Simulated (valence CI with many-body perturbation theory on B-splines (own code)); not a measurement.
Forbidden lines of Dy⁴³⁺

Computed by relativistic CI+MBPT: five valence electrons over a frozen Dirac-Fock core [Ar], a basis of 7 s, 7 p, 8 d, 6 f, 4 g, 1 h functions for each j, with the one-electron correlation potential Σ1, the two-electron term Σ2, the three-electron term Σ3, Breit, model QED; selected CI, second order for the rest (own B-spline code, finite nucleus).

No measured spectrum was set against this ion. As an estimate, large intervals hold to a few tenths of a per cent, small ones and those within an open d or f shell to about a per cent. Among the levels kept, up to 250 cm⁻¹ of a level comes from second order outside the variational space, and about a tenth of that is noise between levels of different J, which matters for small intervals. Only levels of the ground parity were solved; by the run's estimate the other parity begins above the list, which can be wrong where configurations are misplaced.

Lines 51 to 100 of 120 in falling wavelength, among levels below 179.91 eV, chosen from the decays that carry over 1 % of a level's rate. Wavelengths and rates use the calculated energies. Electric multipoles are in the length gauge, E1 and E2 with the static RPA response of the core. S is in atomic units (e²a₀⁴ for E2 and M2, e²a₀⁶ for E3), for M1 in squared Bohr magnetons. Weak lines are less certain than strong ones. Lines between different terms over intervals too small for the method are left out, as are lines whose strength nearly cancels.

Levels are named by their leading jj configuration (3d3/2^4 stands for four electrons in 3d with j = 3/2), which in mixed levels can hold well under half, so a name can repeat and another be missing. Letters in brackets count levels of one name in rising energy.

| λ vac (nm) | Upper | Lower | Type | A (s⁻¹) | S (a.u.) |
| --- | --- | --- | --- | --- | --- |
| 31.37 | (3d3/2 3d5/2^4) J=5/2 [a] | (3d3/2^2 3d5/2^3) J=7/2 [a] | M1 | 4.01e+05 | 2.75e+00 |
| 30.72 | (3d3/2^2 3d5/2^3) J=5/2 [a] | (3d3/2^3 3d5/2^2) J=5/2 [a] | M1 | 1.20e+06 | 7.73e+00 |
| 30.63 | (3d3/2^2 3d5/2^3) J=13/2 | (3d3/2^3 3d5/2^2) J=11/2 | M1 | 9.28e+04 | 1.38e+00 |
| 30.62 | (3d3/2^2 3d5/2^3) J=5/2 [c] | (3d3/2^3 3d5/2^2) J=7/2 [b] | M1 | 2.81e+05 | 1.79e+00 |
| 30.33 | (3d3/2^3 3d5/2^2) J=7/2 [a] | (3d3/2^4 3d5/2) J=5/2 | M1 | 2.75e+05 | 2.28e+00 |
| 30.24 | (3d3/2 3d5/2^4) J=9/2 | (3d3/2^2 3d5/2^3) J=7/2 [b] | M1 | 1.44e+05 | 1.47e+00 |
| 30.23 | (3d3/2^2 3d5/2^3) J=1/2 [a] | (3d3/2^3 3d5/2^2) J=3/2 [a] | M1 | 5.27e+05 | 1.08e+00 |
| 29.42 | (3d3/2^3 3d5/2^2) J=3/2 [a] | (3d3/2^4 3d5/2) J=5/2 | M1 | 7.35e+05 | 2.77e+00 |
| 29.38 | (3d3/2^2 3d5/2^3) J=3/2 [a] | (3d3/2^3 3d5/2^2) J=3/2 [a] | M1 | 6.25e+05 | 2.35e+00 |
| 29.20 | (3d3/2 3d5/2^4) J=3/2 [a] | (3d3/2^2 3d5/2^3) J=5/2 [b] | M1 | 2.47e+05 | 9.12e-01 |
| 28.75 | (3d3/2 3d5/2^4) J=9/2 | (3d3/2^2 3d5/2^3) J=9/2 [b] | M1 | 3.93e+05 | 3.46e+00 |
| 28.57 | (3d3/2^2 3d5/2^3) J=7/2 [b] | (3d3/2^3 3d5/2^2) J=5/2 [b] | M1 | 1.29e+04 | 8.95e-02 |
| 28.45 | (3d3/2^2 3d5/2^3) J=5/2 [b] | (3d3/2^3 3d5/2^2) J=3/2 [a] | M1 | 9.98e+04 | 5.11e-01 |
| 28.28 | (3d3/2 3d5/2^4) J=3/2 [a] | (3d3/2^2 3d5/2^3) J=3/2 [a] | M1 | 7.61e+05 | 2.55e+00 |
| 28.26 | (3d3/2^2 3d5/2^3) J=9/2 [b] | (3d3/2^3 3d5/2^2) J=9/2 | M1 | 5.18e+05 | 4.33e+00 |
| 28.17 | (3d3/2 3d5/2^4) J=11/2 | (3d3/2^2 3d5/2^3) J=13/2 | M1 | 1.76e+05 | 1.76e+00 |
| 27.99 | (3d3/2^2 3d5/2^3) J=3/2 [b] | (3d3/2^3 3d5/2^2) J=1/2 | M1 | 6.50e+04 | 2.11e-01 |
| 27.65 | (3d3/2^2 3d5/2^3) J=5/2 [b] | (3d3/2^3 3d5/2^2) J=7/2 [a] | M1 | 2.29e+05 | 1.07e+00 |
| 27.59 | (3d3/2^2 3d5/2^3) J=5/2 [c] | (3d3/2^3 3d5/2^2) J=5/2 [b] | M1 | 1.64e+04 | 7.66e-02 |
| 27.53 | (3d3/2 3d5/2^4) J=3/2 [a] | (3d3/2^2 3d5/2^3) J=1/2 [a] | M1 | 5.81e+05 | 1.80e+00 |
| 27.47 | (3d3/2 3d5/2^4) J=7/2 [a] | (3d3/2^2 3d5/2^3) J=9/2 [a] | M1 | 5.34e+05 | 3.28e+00 |
| 26.96 | (3d3/2^2 3d5/2^3) J=7/2 [b] | (3d3/2^3 3d5/2^2) J=9/2 | M1 | 1.45e+05 | 8.45e-01 |
| 26.90 | (3d3/2^2 3d5/2^3) J=7/2 [c] | (3d3/2^3 3d5/2^2) J=7/2 [b] | M1 | 2.04e+05 | 1.18e+00 |
| 26.77 | (3d3/2 3d5/2^4) J=5/2 [a] | (3d3/2^2 3d5/2^3) J=5/2 [a] | M1 | 1.38e+06 | 5.89e+00 |
| 26.75 | (3d3/2^2 3d5/2^3) J=3/2 [b] | (3d3/2^3 3d5/2^2) J=5/2 [b] | M1 | 1.42e+05 | 4.04e-01 |
| 26.69 | (3d3/2^3 3d5/2^2) J=9/2 | (3d3/2^4 3d5/2) J=5/2 | E2 | 2.51e+01 | 3.04e-04 |
| 26.52 | (3d3/2 3d5/2^4) J=11/2 | (3d3/2^2 3d5/2^3) J=9/2 [a] | M1 | 2.11e+05 | 1.75e+00 |
| 26.30 | (3d3/2^2 3d5/2^3) J=7/2 [a] | (3d3/2^3 3d5/2^2) J=5/2 [a] | M1 | 1.61e+05 | 8.71e-01 |
| 26.04 | (3d3/2 3d5/2^4) J=7/2 [a] | (3d3/2^2 3d5/2^3) J=7/2 [a] | M1 | 4.44e+05 | 2.32e+00 |
| 25.78 | (3d3/2^2 3d5/2^3) J=9/2 [b] | (3d3/2^3 3d5/2^2) J=11/2 | M1 | 1.85e+05 | 1.18e+00 |
| 25.56 | (3d3/2 3d5/2^4) J=11/2 | (3d3/2^2 3d5/2^3) J=11/2 | M1 | 7.27e+05 | 5.40e+00 |
| 25.48 | (3d3/2^2 3d5/2^3) J=1/2 [b] | (3d3/2^3 3d5/2^2) J=1/2 | M1 | 2.77e+05 | 3.40e-01 |
| 25.27 | (3d3/2^3 3d5/2^2) J=5/2 [b] | (3d3/2^4 3d5/2) J=5/2 | M1 | 7.19e+03 | 2.58e-02 |
| 25.07 | (3d3/2^2 3d5/2^3) J=9/2 [b] | (3d3/2^3 3d5/2^2) J=7/2 [a] | M1 | 1.41e+05 | 8.22e-01 |
| 24.85 | (3d3/2^2 3d5/2^3) J=3/2 [c] | (3d3/2^2 3d5/2^3) J=5/2 [a] | M1 | 4.54e+03 | 1.03e-02 |
| 24.53 | (3d3/2^2 3d5/2^3) J=7/2 [c] | (3d3/2^3 3d5/2^2) J=5/2 [b] | M1 | 1.02e+05 | 4.46e-01 |
| 24.04 | (3d3/2^2 3d5/2^3) J=7/2 [b] | (3d3/2^3 3d5/2^2) J=7/2 [a] | M1 | 1.22e+04 | 5.04e-02 |
| 23.91 | (3d3/2^2 3d5/2^3) J=5/2 [c] | (3d3/2^3 3d5/2^2) J=3/2 [a] | M1 | 1.57e+05 | 4.78e-01 |
| 23.83 | (3d3/2^2 3d5/2^3) J=5/2 [d] | (3d3/2^2 3d5/2^3) J=5/2 [a] | M1 | 2.59e+05 | 7.79e-01 |
| 23.34 | (3d3/2^2 3d5/2^3) J=5/2 [c] | (3d3/2^3 3d5/2^2) J=7/2 [a] | M1 | 3.37e+05 | 9.54e-01 |
| 23.33 | (3d3/2^2 3d5/2^3) J=7/2 [c] | (3d3/2^3 3d5/2^2) J=9/2 | M1 | 2.09e+05 | 7.87e-01 |
| 23.28 | (3d3/2^2 3d5/2^3) J=3/2 [b] | (3d3/2^3 3d5/2^2) J=3/2 [a] | M1 | 1.17e+05 | 2.19e-01 |
| 23.20 | (3d3/2^2 3d5/2^3) J=9/2 [c] | (3d3/2^3 3d5/2^2) J=7/2 [b] | M1 | 2.23e+05 | 1.03e+00 |
| 23.19 | (3d3/2 3d5/2^4) J=9/2 | (3d3/2^2 3d5/2^3) J=9/2 [a] | M1 | 1.87e+04 | 8.66e-02 |
| 23.17 | (3d3/2^3 3d5/2^2) J=7/2 [b] | (3d3/2^4 3d5/2) J=5/2 | M1 | 2.57e+04 | 9.49e-02 |
| 22.97 | (3d3/2^2 3d5/2^3) J=3/2 [a] | (3d3/2^3 3d5/2^2) J=5/2 [a] | M1 | 4.30e+05 | 7.73e-01 |
| 22.79 | (3d3/2 3d5/2^4) J=7/2 [a] | (3d3/2^2 3d5/2^3) J=5/2 [a] | M1 | 6.91e+04 | 2.43e-01 |
| 22.60 | (3d3/2^2 3d5/2^3) J=3/2 [c] | (3d3/2^3 3d5/2^2) J=3/2 [b] | M1 | 1.28e+05 | 2.18e-01 |
| 22.44 | (3d3/2 3d5/2^4) J=9/2 | (3d3/2^2 3d5/2^3) J=11/2 | M1 | 1.65e+05 | 6.91e-01 |
| 22.16 | (3d3/2 3d5/2^4) J=9/2 | (3d3/2^2 3d5/2^3) J=7/2 [a] | M1 | 2.22e+05 | 8.98e-01 |
